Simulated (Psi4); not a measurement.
CF3O2S (SMILES O=[S](=O)C(F)(F)F), doublet (typed; the unrestricted solution is spin-contaminated), at a GFN2-xTB geometry, with bond 5-4 at 1.8 times its length; HF/6-31G in Psi4.

Input for Psi4:
```
memory 2 GB

molecule mol {
0 2
O     1.367582   -1.429716    0.045122
S     1.110873   -0.065506   -0.335702
O     1.645659    0.981520    0.494802
C    -0.927084    0.110382   -0.018583
F    -1.365403   -0.267818    2.280420
F    -1.310479    1.327122   -0.367636
F    -1.554191   -0.786130   -0.761744
}

set {
  basis 6-31g
  reference uhf
  stability_analysis follow
  scf_type pk
}

energy('scf')
print_variables()
```

What the program printed (banner, timings and long lists left out):

```
   => Loading Basis Set <=

    Name: 6-31G
    Role: ORBITAL
    Keyword: BASIS

         ---------------------------------------------------------
                                   SCF
               by Justin Turney, Rob Parrish, Andy Simmonett
                          and Daniel G. A. Smith
                              UHF Reference
         ---------------------------------------------------------

  ==> Geometry <==

    Molecular point group: c1
    Full point group: C1

    Geometry (in Angstrom), charge = 0, multiplicity = 2:

       Center              X                  Y                   Z               Mass
    ------------   -----------------  -----------------  -----------------  -----------------
         O            1.426068508338    -1.409041923498    -0.101901923990    15.994914619570
         S            1.169359508338    -0.044831923498    -0.482725923990    31.972071174400
         O            1.704145508338     1.002194076502     0.347778076010    15.994914619570
         C           -0.868597491662     0.131056076502    -0.165606923990    12.000000000000
         F           -1.306916491662    -0.247143923498     2.133396076010    18.998403162730
         F           -1.251992491662     1.347796076502    -0.514659923990    18.998403162730
         F           -1.495704491662    -0.765455923498    -0.908767923990    18.998403162730

  Running in c1 symmetry.

  Rotational constants: A =      0.08168  B =      0.05028  C =      0.04745 [cm^-1]
  Rotational constants: A =   2448.56604  B =   1507.48420  C =   1422.58091 [MHz]
  Nuclear repulsion =  394.038793796831101

  Charge       = 0
  Multiplicity = 2
  Electrons    = 65
  Nalpha       = 33
  Nbeta        = 32

  ==> Algorithm <==

  SCF Algorithm Type is PK.
  DIIS enabled.
  MOM disabled.
  Fractional occupation disabled.
  Guess Type is SAD.
  Energy threshold   = 1.00e-06
  Density threshold  = 1.00e-06
  Integral threshold = 1.00e-12

  ==> Primary Basis <==

  Basis Set: 6-31G
    Blend: 6-31G
    Number of shells: 37
    Number of basis functions: 67
    Number of Cartesian functions: 67
    Spherical Harmonics?: false
    Max angular momentum: 1

  ==> Integral Setup <==

  Using in-core PK algorithm.
   Calculation information:
      Number of atoms:                   7
      Number of AO shells:              37
      Number of primitives:            110
      Number of atomic orbitals:        67
      Number of basis functions:        67

      Integral cutoff                 1.00e-12
      Number of threads:                 1

  Performing in-core PK
  Using 5191562 doubles for integral storage.
  We computed 181958 shell quartets total.
  Whereas there are 247456 unique shell quartets.

  ==> DiskJK: Disk-Based J/K Matrices <==

    J tasked:                  Yes
    K tasked:                  Yes
    wK tasked:                  No
    Schwarz Cutoff:          1E-12

  Minimum eigenvalue in the overlap matrix is 1.5209758248E-02.
  Reciprocal condition number of the overlap matrix is 4.1167455901E-03.
    Using symmetric orthogonalization.

  ==> Pre-Iterations <==

  SCF Guess: Superposition of Atomic Densities via on-the-fly atomic UHF (no occupation information).

   -------------------------
    Irrep   Nso     Nmo
   -------------------------
     A         67      67
   -------------------------
    Total      67      67
   -------------------------

  ==> Iterations <==

                        Total Energy        Delta E     RMS |[F,P]|

   @UHF iter SAD:  -881.95858564941000   -8.81959e+02   0.00000e+00
   @UHF iter   1:  -882.14437143961197   -1.85786e-01   1.39824e-02 ADIIS/DIIS
   @UHF iter   2:  -880.85626315674824    1.28811e+00   2.76923e-02 ADIIS/DIIS
   @UHF iter   3:  -882.60233102145662   -1.74607e+00   6.01286e-03 ADIIS/DIIS
   @UHF iter   4:  -882.67636230153914   -7.40313e-02   1.46646e-03 ADIIS/DIIS
   @UHF iter   5:  -882.69166056525933   -1.52983e-02   1.00799e-03 ADIIS/DIIS
   @UHF iter   6:  -882.70750721653724   -1.58467e-02   1.15619e-03 ADIIS/DIIS
   @UHF iter   7:  -882.69843712431862    9.07009e-03   9.90298e-04 ADIIS/DIIS
   @UHF iter   8:  -882.69056206347011    7.87506e-03   5.73442e-04 ADIIS/DIIS
   @UHF iter   9:  -882.69169009195537   -1.12803e-03   1.84749e-04 ADIIS/DIIS
   @UHF iter  10:  -882.69192130764372   -2.31216e-04   1.43950e-04 ADIIS/DIIS
   @UHF iter  11:  -882.69202831878295   -1.07011e-04   5.22719e-05 DIIS
   @UHF iter  12:  -882.69208295893327   -5.46402e-05   3.76970e-05 DIIS
   @UHF iter  13:  -882.69210218913668   -1.92302e-05   2.39264e-05 DIIS
   @UHF iter  14:  -882.69211575722295   -1.35681e-05   1.81889e-05 DIIS
   @UHF iter  15:  -882.69213270261037   -1.69454e-05   9.38810e-06 DIIS
   @UHF iter  16:  -882.69213651675523   -3.81414e-06   6.04574e-06 DIIS
   @UHF iter  17:  -882.69213756979025   -1.05304e-06   4.20060e-06 DIIS
   @UHF iter  18:  -882.69213798725445   -4.17464e-07   2.61587e-06 DIIS
   @UHF iter  19:  -882.69213812535440   -1.38100e-07   1.94910e-06 DIIS
   @UHF iter  20:  -882.69213820863058   -8.32762e-08   1.35733e-06 DIIS
   @UHF iter  21:  -882.69213826914597   -6.05154e-08   1.23128e-06 DIIS
   @UHF iter  22:  -882.69213828283682   -1.36909e-08   1.35997e-06 DIIS
   @UHF iter  23:  -882.69213826540636    1.74305e-08   9.18508e-07 DIIS
  Energy and wave function converged.

    Negative totally symmetric eigenvalue detected: -0.238775
    Wavefunction unstable!
    Lowest UHF->UHF stability eigenvalues:
       A -0.238775

    Rotating orbitals by 0.5 * pi / 2 radians along unstable eigenvector.
    Running SCF again with the rotated orbitals.
   @UHF iter  24:  -882.48848141729945   -8.82488e+02   6.59279e-03 ADIIS/DIIS
   @UHF iter  25:  -882.74826620545628   -2.59785e-01   3.22857e-03 ADIIS/DIIS
   @UHF iter  26:  -882.77950388872387   -3.12377e-02   8.79100e-04 ADIIS/DIIS
   @UHF iter  27:  -882.78406270453218   -4.55882e-03   3.64766e-04 ADIIS/DIIS
   @UHF iter  28:  -882.78441615065776   -3.53446e-04   1.42589e-04 ADIIS/DIIS
   @UHF iter  29:  -882.78451878373028   -1.02633e-04   5.68945e-05 DIIS
   @UHF iter  30:  -882.78455139218681   -3.26085e-05   3.31068e-05 DIIS
   @UHF iter  31:  -882.78456829768595   -1.69055e-05   2.84228e-05 DIIS
   @UHF iter  32:  -882.78458631041417   -1.80127e-05   2.49068e-05 DIIS
   @UHF iter  33:  -882.78461448239943   -2.81720e-05   2.05556e-05 DIIS
   @UHF iter  34:  -882.78464653850187   -3.20561e-05   1.46455e-05 DIIS
   @UHF iter  35:  -882.78466134035114   -1.48018e-05   1.04850e-05 DIIS
   @UHF iter  36:  -882.78466789228810   -6.55194e-06   8.03263e-06 DIIS
   @UHF iter  37:  -882.78466989550486   -2.00322e-06   7.23721e-06 DIIS
   @UHF iter  38:  -882.78467126461555   -1.36911e-06   6.92348e-06 DIIS
   @UHF iter  39:  -882.78467277223262   -1.50762e-06   6.65166e-06 DIIS
   @UHF iter  40:  -882.78467477695210   -2.00472e-06   6.27276e-06 DIIS
   @UHF iter  41:  -882.78467966940957   -4.89246e-06   5.33352e-06 DIIS
   @UHF iter  42:  -882.78468686440510   -7.19500e-06   3.43684e-06 DIIS
   @UHF iter  43:  -882.78468905666148   -2.19226e-06   2.15583e-06 DIIS
   @UHF iter  44:  -882.78468963448154   -5.77820e-07   1.24636e-06 DIIS
   @UHF iter  45:  -882.78468973612109   -1.01640e-07   7.80466e-07 DIIS
    Negative totally symmetric eigenvalue detected: -0.035202
    Wavefunction unstable!
    Lowest UHF->UHF stability eigenvalues:
       A -0.035202

    Rotating orbitals by 0.5 * pi / 2 radians along unstable eigenvector.
    There's still a negative eigenvalue. Try modifying FOLLOW_STEP_SCALE
    or increasing MAX_ATTEMPTS (not available for PK integrals).

  ==> Post-Iterations <==

   @Spin Contamination Metric:   1.109583136E+00
   @S^2 Expected:                7.500000000E-01
   @S^2 Observed:                1.859583136E+00
   @S   Expected:                5.000000000E-01
   @S   Observed:                5.000000000E-01

    Orbital Energies [Eh]
    ---------------------

    Alpha Occupied:

[...]
    Alpha Virtual:

[...]
      67A      2.380877

    Beta Occupied:

[...]
    Beta Virtual:

[...]
    Final Occupation by Irrep:
              A
    DOCC [    32 ]
    SOCC [     1 ]
    NA   [    33 ]
    NB   [    32 ]

  @UHF Final Energy:  -882.78468973612109

   => Energetics <=

    Nuclear Repulsion Energy =            394.0387937968311007
    One-Electron Energy =               -2004.9851732020331383
    Two-Electron Energy =                 728.1616896690810563
    Total Energy =                       -882.7846897361210949

  UHF NO Occupations:
  HONO-2 :   31  A 1.9791710
  HONO-1 :   32  A 1.2675588
  HONO-0 :   33  A 1.0000000
  LUNO+0 :   34  A 0.7324412
  LUNO+1 :   35  A 0.0208290
  LUNO+2 :   36  A 0.0145713
  LUNO+3 :   37  A 0.0013247

Computation Completed

Properties will be evaluated at   0.000000,   0.000000,   0.000000 [a0]

Properties computed using the SCF density matrix

 Multipole Moments:

 ------------------------------------------------------------------------------------
     Multipole            Electronic (a.u.)      Nuclear  (a.u.)        Total (a.u.)
 ------------------------------------------------------------------------------------

 L = 1.  Multiply by 2.5417464519 to convert [e a0] to [Debye]
 Dipole X            :         -4.3888483            3.8708357           -0.5180125
 Dipole Y            :          0.4857137           -0.3193468            0.1663669
 Dipole Z            :          0.1163124           -0.6813087           -0.5649964
 Magnitude           :                                                    0.7843697

 ------------------------------------------------------------------------------------

  Variable Map:
  ----------------------------------------------------------------------------
[...]
  Array Variable Map:
  ----------------------------------------------------------------------------
[...]
[...]
```

Convergence was not reached.
